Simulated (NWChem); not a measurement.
Species: SbBr2F; SMILES [Br][Sb]([Br])[F]

```xyz
4

Sb     0.8022     0.2637     0.0000
F      1.4845    -1.5422     0.0000
Br    -0.8025    -0.0231     1.9097
Br    -0.8025    -0.0231    -1.9097
```
Atoms are numbered in this order, from 1.

Level: PBE0/def2-SVP with def2 effective core potentials on Sb (NWChem), optimised geometry, unscaled harmonic frequencies. This build's default masses of Se (78.918 u) and Br (79.917 u) are each other's, which moves their modes by up to 0.6 %. def2 effective core potentials on Sb; no spin-orbit coupling.

### Question
List the harmonic frequencies with IR intensities, and the thermochemistry.

### Answer
| frequency (cm⁻¹) | IR intensity (km/mol) |
|---|---|
| 80 | 0.4 |
| 140 | 2.8 |
| 153 | 4.7 |
| 261 | 57.7 |
| 265 | 25.8 |
| 640 | 66.9 |

```yaml
zero_point_energy: 2.2 kcal/mol
thermal correction to the enthalpy at 298.15 K (with zero-point energy): 6.5 kcal/mol
heat capacity Cv: 16.2 cal/(mol K)
entropy at 298.15 K and 1 atm (symmetry number 1): 86.2 cal/(mol K)
```

Rigid rotor and harmonic oscillator; modes under 100 cm⁻¹ make the entropy uncertain.
